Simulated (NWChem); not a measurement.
Molecule: C2H3F3O; SMILES FC(OC)(F)F

```xyz
9

C      0.0317     1.9526     0.0000
O      0.7710     0.7263     0.0000
C      0.0340    -0.4023     0.0000
F     -0.7751    -0.4963    -1.0881
F      0.8682    -1.4451     0.0000
F     -0.7751    -0.4963     1.0881
H     -0.6029     2.0323     0.9065
H     -0.6029     2.0323    -0.9065
H      0.7819     2.7626     0.0000
```
Atoms are numbered in this order, from 1.

Program: NWChem. Pople sets run with spherical d functions. Geometry: optimised at PBE-D3(BJ)/def2-SVP. Ions are spin-unrestricted doublets at the neutral geometry; other ion states weren't tried.

```json
[
 {"level": "B3LYP/6-31G*", "vertical ionisation energy, ΔSCF (eV)": "11.78", "−ε(HOMO) (eV)": "8.81", "ΔSCF minus −ε(HOMO) (eV)": "2.97"},
 {"level": "PBE/6-31G*", "vertical ionisation energy, ΔSCF (eV)": "11.29", "−ε(HOMO) (eV)": "7.25", "ΔSCF minus −ε(HOMO) (eV)": "4.04"},
 {"level": "r2SCAN/6-31G*", "vertical ionisation energy, ΔSCF (eV)": "11.61", "−ε(HOMO) (eV)": "7.78", "ΔSCF minus −ε(HOMO) (eV)": "3.83"},
 {"level": "CAM-B3LYP/6-31G*", "vertical ionisation energy, ΔSCF (eV)": "11.94", "−ε(HOMO) (eV)": "10.59", "ΔSCF minus −ε(HOMO) (eV)": "1.35"},
 {"level": "BHandHLYP/6-31G*", "vertical ionisation energy, ΔSCF (eV)": "12.01", "−ε(HOMO) (eV)": "10.90", "ΔSCF minus −ε(HOMO) (eV)": "1.11"}
]
```
